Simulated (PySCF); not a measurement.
**Bond length, frequency and bond energy of SeF by level of theory**

State: ²Π (doublet), unpaired electrons π ↑. Set-up: PySCF, no relativity, basis sets Se def2-SVPD, F def2-SVPD. De refers to Se + F in their high-spin ground configurations, without counterpoise correction. The functionals are run spin-unrestricted. A positive dipole means Se(−)F(+).

| Level | Re (Å) | ωe (cm⁻¹) | De (eV) | μ (D) |
| --- | --- | --- | --- | --- |
| UHF | 1.738 | 733 | 1.24 | -1.87 |
| UHF-MP2 | 1.779 | 667 | 3.28 | n/a |
| UHF-SCS-MP2 | 1.782 | 661 | 3.15 | n/a |
| UHF-CCSD | 1.776 | 674 | 2.91 | n/a |
| UHF-CCSD(T) | 1.784 | 654 | 3.06 | n/a |
| PBE | 1.790 | 649 | 3.85 | -1.46 |
| TPSS | 1.783 | 661 | 3.66 | -1.44 |
| r²SCAN | 1.771 | 674 | 3.45 | -1.45 |
| TPSSh | 1.773 | 676 | 3.47 | -1.49 |
| PBE0 | 1.762 | 691 | 3.36 | -1.56 |
| M06-2X | 1.760 | 709 | 3.16 | -1.66 |

Task: Which functional lies closest to UHF-CCSD(T) in De, which farthest, and by how much do they differ from it?

Result: Closest is M06-2X (-2.4 pm in Re, +8.4 % in ωe, +0.10 eV in De against UHF-CCSD(T) in the same basis), farthest PBE (+0.6 pm in Re, -0.8 % in ωe, +0.79 eV in De). CCSD(T) converges more slowly with the basis than the functionals do and binds too weakly in this one, so the order can change at the basis-set limit.

Task: What does a quarter of exact exchange do here, going from PBE to PBE0?

Result: PBE0 less PBE: -2.8 pm in Re, +6.5 % in ωe, -0.49 eV in De. Exact exchange removes part of the self-interaction that spreads semilocal densities, and in most molecules shortens and stiffens the bond and lowers De; so it does here.

Task: What does the step from GGA to meta-GGA do here, going from PBE to r²SCAN?

Result: r²SCAN less PBE: -1.9 pm in Re, +3.9 % in ωe, -0.40 eV in De. 

Correlated steps freeze 10 core orbitals. Correlated levels converge slowly with the basis: in double zeta they bind strong bonds too weakly, by up to about 1 eV, and carry superposition errors of some tenths. Spin–orbit coupling is left out. The state is the lowest determinant that a PBE0 search found; another state may lie lower at other levels.
